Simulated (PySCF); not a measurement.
## Vibration and rotation of HfBr

ROHF-MP2 constants of HfBr, ²Δ (doublet), unpaired electrons δ ↑ (PySCF, scalar-relativistic core potentials, basis sets Hf def2-TZVPPD with ECP60, Br def2-TZVPPD; masses 179.9465 and 78.9183 u):

| Property | Result |
| --- | --- |
| ωe | 257.2 cm⁻¹ |
| ωexe | 0.513 cm⁻¹ |
| Be | 0.050903 cm⁻¹ |
| αe | 0.000139 cm⁻¹ |

(1) What force constant and bond length do these constants imply?

(2) Estimate the centrifugal constant D from the Kratzer relation and find the Dunham coefficient a1.

Correlated steps freeze 9 core orbitals. Spin–orbit coupling is left out, which matters for elements this heavy, above all for dissociation energies. With d or f electrons several states lie close, and the lowest PBE0 determinant need not be the measured ground state.

Answers

(1) Reduced mass μred = 54.859 u; k = 5.8918×10⁻⁷·μred·ωe² (u, cm⁻¹, mdyn/Å) = 2.14 mdyn/Å; Re = √(16.8576/(μred·Be)) (u, cm⁻¹, Å) = 2.457 Å.

(2) D = 4Be³/ωe² = 7.98e-09 cm⁻¹; a1 = −1 − αeωe/(6Be²) = -3.30.
